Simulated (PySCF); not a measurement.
F4Nb (SMILES [F][Nb+]([F])([F])[F]), charge +1, singlet, geometry from GFN2-xTB (such geometries of metal compounds can be far from the true shape) (the multiplicity is a formal guess) (core potentials on Nb); BHANDHLYP/def2-SVP (PySCF).

Input for PySCF:
```python
from pyscf import gto, scf, dft

mol = gto.Mole()
mol.atom = '''
    Nb    0.00000000    0.00000000    0.00000000
    F     1.17246974    0.82655382   -1.02271078
    F     0.84174568   -1.10525698    1.08336747
    F    -1.12257521   -0.90821621   -1.00934735
    F    -0.89164022    1.18691937    0.94869067
'''
mol.basis = 'def2-svp'
mol.ecp = {'Nb': 'def2-svp'}
mol.charge = 1
mol.verbose = 4
mol.build()

mf = dft.RKS(mol)
mf.xc = 'bhandhlyp'
mf.grids.atom_grid = (99, 590)
mf.grids.prune = None
mf.kernel()
```

What the program printed (banner, timings and long lists left out):

```
PySCF version 2.14.0

[INPUT] verbose = 4
[INPUT] num. atoms = 5
[INPUT] num. electrons = 48
[INPUT] charge = 1
[INPUT] spin (= nelec alpha-beta = 2S) = 0
[INPUT] symmetry False subgroup None
[INPUT] Mole.unit = angstrom
[INPUT] Symbol           X                Y                Z      unit          X                Y                Z       unit  Magmom
[INPUT]  1 Nb     0.000000000000   0.000000000000   0.000000000000 AA    0.000000000000   0.000000000000   0.000000000000 Bohr   0.0
[INPUT]  2 F      1.172469740000   0.826553820000  -1.022710780000 AA    2.215646697940   1.561960347013  -1.932643278840 Bohr   0.0
[INPUT]  3 F      0.841745680000  -1.105256980000   1.083367470000 AA    1.590668801736  -2.088632989464   2.047267810563 Bohr   0.0
[INPUT]  4 F     -1.122575210000  -0.908216210000  -1.009347350000 AA   -2.121359701126  -1.716279898790  -1.907390056056 Bohr   0.0
[INPUT]  5 F     -0.891640220000   1.186919370000   0.948690670000 AA   -1.684955817447   2.242952541241   1.792765543230 Bohr   0.0

nuclear repulsion = 229.965454168111
number of shells = 35
number of NR pGTOs = 153
number of NR cGTOs = 87
basis = def2-svp
ecp = {'Nb': 'def2-svp'}

******** <class 'pyscf.dft.rks.RKS'> ********
method = RKS
initial guess = minao
damping factor = 0
level_shift factor = 0
DIIS = <class 'pyscf.scf.diis.CDIIS'>
diis_start_cycle = 1
diis_space = 8
diis_damp = 0
SCF conv_tol = 1e-09
SCF conv_tol_grad = None
SCF max_cycles = 50
direct_scf = True
direct_scf_tol = 1e-13
XC library pyscf.dft.libxc version 7.1.2
    S. Lehtola, C. Steigemann, M. J. T. Oliveira, and M. A. L. Marques,  SoftwareX 7, 1–5 (2018)
XC functionals = bhandhlyp
    A. D. Becke,  J. Chem. Phys. 98, 1372 (1993)
    Defined through Gaussian implementation.
radial grids:
    Treutler-Ahlrichs [JCP 102, 346 (1995); DOI:10.1063/1.469408] (M4) radial grids

becke partition: Becke, JCP 88, 2547 (1988); DOI:10.1063/1.454033
pruning grids: None
grids dens level: 3
symmetrized grids: False
atomic radii adjust function: <function treutler_atomic_radii_adjust>
User specified grid scheme (99, 590)
small_rho_cutoff = 0
Set gradient conv threshold to 3.16228e-05
Initial guess from minao.
tot grids = 292056
init E= -448.812918072059
  HOMO = -0.86809481484623  LUMO = -0.51864162360979  gap/eV = 9.50911
cycle= 1 E= -455.637384307858  delta_E= -6.82  |g|= 0.595  |ddm|=  3.6
  HOMO = -0.746482351854367  LUMO = -0.287290985657506  gap/eV = 12.49523
cycle= 2 E= -455.654642546373  delta_E= -0.0173  |g|= 0.474  |ddm|= 0.634
  HOMO = -0.809797326130547  LUMO = -0.311229370650027  gap/eV = 13.56673
cycle= 3 E= -455.682411086965  delta_E= -0.0278  |g|= 0.176  |ddm|= 0.323
  HOMO = -0.810580687768026  LUMO = -0.338744730930654  gap/eV = 12.83931
cycle= 4 E= -455.688330724772  delta_E= -0.00592  |g|= 0.0167  |ddm|= 0.15
  HOMO = -0.808870293366186  LUMO = -0.333918295913164  gap/eV = 12.92410
cycle= 5 E= -455.688398643783  delta_E= -6.79e-05  |g|= 0.0011  |ddm|= 0.0163
  HOMO = -0.808856569996863  LUMO = -0.333836204113016  gap/eV = 12.92596
cycle= 6 E= -455.688399010497  delta_E= -3.67e-07  |g|= 0.000334  |ddm|= 0.00138
  HOMO = -0.808860879178787  LUMO = -0.333871532526978  gap/eV = 12.92512
cycle= 7 E= -455.68839905193  delta_E= -4.14e-08  |g|= 4.25e-05  |ddm|= 0.000501
  HOMO = -0.808858729656604  LUMO = -0.333864444757393  gap/eV = 12.92525
cycle= 8 E= -455.688399053758  delta_E= -1.83e-09  |g|= 3.23e-06  |ddm|= 0.000128
  HOMO = -0.80885855940744  LUMO = -0.333863780822664  gap/eV = 12.92527
cycle= 9 E= -455.688399053762  delta_E= -3.64e-12  |g|= 2.85e-06  |ddm|= 7.13e-06
  HOMO = -0.808858507787444  LUMO = -0.333863894037679  gap/eV = 12.92526
Extra cycle  E= -455.688399053762  delta_E= 2.27e-13  |g|= 4.3e-06  |ddm|= 4.14e-06
converged SCF energy = -455.688399053762
```
